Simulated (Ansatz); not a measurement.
One change: `COB(F)Cl` becomes `COB(F)Br`.

Ansatz, PBE0-D4/def2-TZVP geometries, multiplicity 1. Each molecule was computed in one conformer, which needn't be the lowest.

Scalar relativity is left out up to krypton.

```csv
property,`COB(F)Cl`
HOMO–LUMO gap (ωB97M-V/def2-TZVPP) / eV,13.83
LUMO energy (B3LYP/def2-TZVPP) / eV,0.31
HOMO–LUMO gap (PBE0/def2-TZVPP) / eV,9.87
HOMO–LUMO gap (PBE/def2-TZVPP) / eV,7.30
size of the dipole moment (PBE/def2-TZVPP) / D,2.34
LUMO energy (PBE0/def2-TZVPP) / eV,0.57
```

(1) What does the change do to each property? (Best estimate.)

Answers

(1) Computed: 
| property | `COB(F)Br` | shift |
| --- | --- | --- |
| HOMO–LUMO gap (ωB97M-V/def2-TZVPP) / eV | 13.06 | -0.77 |
| LUMO energy (B3LYP/def2-TZVPP) / eV | 0.12 | -0.19 |
| HOMO–LUMO gap (PBE0/def2-TZVPP) / eV | 9.03 | -0.84 |
| HOMO–LUMO gap (PBE/def2-TZVPP) / eV | 6.66 | -0.64 |
| size of the dipole moment (PBE/def2-TZVPP) / D | 2.35 | 0.01 |
| LUMO energy (PBE0/def2-TZVPP) / eV | 0.36 | -0.21 |

With PBE0 the HOMO rises by 0.63 eV and the LUMO falls by 0.21 eV, so the gap narrows by about 0.84 eV. PBE moves the HOMO by 0.48 eV and ωB97M-V by 0.70 eV. Dipoles are sizes alone; their direction can turn.

B3LYP here is the variant with VWN-RPA as its local correlation; programs differ in this.

Spin–orbit coupling is left out; it splits and shifts lone-pair levels of the heavy atoms by tenths of an eV.
